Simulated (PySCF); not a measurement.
Zn(Me) (CH₃Zn), SMILES [CH3][Zn+], charge +1. Geometry: PBE-D3(BJ)/def2-TZVP. The spin state was assumed, not searched. The isomer is the one that the SMILES or the coordinates give; other isomers of the formula were not compared.

Calculation: PySCF with PBE-D3(BJ)/def2-TZVP.

Harmonic wavenumbers (cm⁻¹): 464, 755, 755, 1113, 1363, 1363, 2994, 3138, 3138. Rotational constants (GHz): 147.4, 9.577, 9.577; symmetry number 3.

Problem. Work out the zero-point energy and the ideal-gas rigid-rotor harmonic-oscillator thermochemistry at 298.15 K and 1 atm.

Solution. ZPE = ½ Σ hcν = ½ × 15083 cm⁻¹ = 90.22 kJ/mol. H − E(el) = 101.39 kJ/mol. Entropy in J/(mol K): translation 163.46, rotation 77.48, vibration 5.66, total 246.60. G − E(el) = 27.86 kJ/mol. Cp = 47.05 J/(mol K).
